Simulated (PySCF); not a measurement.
Field gradients at the hydrogen positions

Species: C3H8FN3Si2.
SMILES with atom numbers: `[F:1][c:2]1[cH:3][n:4][cH:5][n:6]1[SiH2:7][NH:8][SiH3:9]` (hydrogens: H10 on C3; H11 on C5; H12, H13 on Si7; H14 on N8; H15, H16, H17 on Si9)

Cartesian coordinates in Å at the GFN2-xTB level; atoms count from 1:
```xyz
17
C3H8FN3Si2 angstrom
F      1.144    0.860    1.715
C      1.495    0.167    0.627
C      2.468   -0.761    0.436
N      2.413   -1.164   -0.868
C      1.444   -0.492   -1.410
N      0.827    0.360   -0.545
Si    -0.576    1.392   -0.785
N     -1.904    0.536   -0.106
Si    -1.948   -0.814    1.011
H      3.186   -1.158    1.123
H      1.142   -0.577   -2.433
H     -0.703    1.502   -2.236
H     -0.261    2.650   -0.113
H     -2.795    0.979   -0.259
H     -1.067   -1.851    0.479
H     -1.520   -0.390    2.345
H     -3.351   -1.228    1.008
```

Level: PBE0/pcSseg-1 (PySCF, non-relativistic); Q(2H) = 0.00286 b; rigid geometry, the same for H and D, with no vibrational averaging.

Question: Rank these positions by the coupling χzz of a deuteron there, largest first.
A. H14 (N–H hydrogen)
B. H12 (Si–H hydrogen)
C. H11 (aromatic hydrogen)

Answer: A (292 kHz), C (231 kHz), B (107 kHz).

Question: What are Vzz, η and χzz (234.96 MHz × Q × Vzz) at all hydrogens?

Answer: 
```
atom  bonded to  bond length (Å)  Vzz (au)     η  χzz (kHz)
 H10         C3            1.070    0.3494  0.08        235
 H11         C5            1.070    0.3437  0.11        231
 H12        Si7            1.461    0.1588  0.05        107
 H13        Si7            1.461    0.1580  0.03        106
 H14         N8            1.007    0.4345  0.16        292
 H15        Si9            1.462    0.1604  0.04        108
 H16        Si9            1.464    0.1593  0.02        107
 H17        Si9            1.463    0.1608  0.04        108
```

Question: Average by the element that carries the hydrogen.

Answer: on C: 233 kHz over 2 positions, mean bond length 1.070 Å; on Si: 107 kHz over 5 positions, mean bond length 1.462 Å; on N: 292 kHz over 1 position, mean bond length 1.007 Å.

Question: A static deuteron (I = 1) shows a doublet split by (3/2)χ, (3/4)χ(1 + η) and (3/4)χ(1 − η) with the field along z, y and x of the gradient. What are these for H15?

Answer: With |χ| = 107.8 kHz and η = 0.037: 162, 84 and 78 kHz, to first order and without motion.

The structure is a single GFN2-xTB conformer in the gas phase; no vibrational or solvent corrections. GFN2-xTB bond lengths can be off by several hundredths of an ångström, more for odd bonds, and the gradients follow them. The small basis limits the accuracy of the gradients.
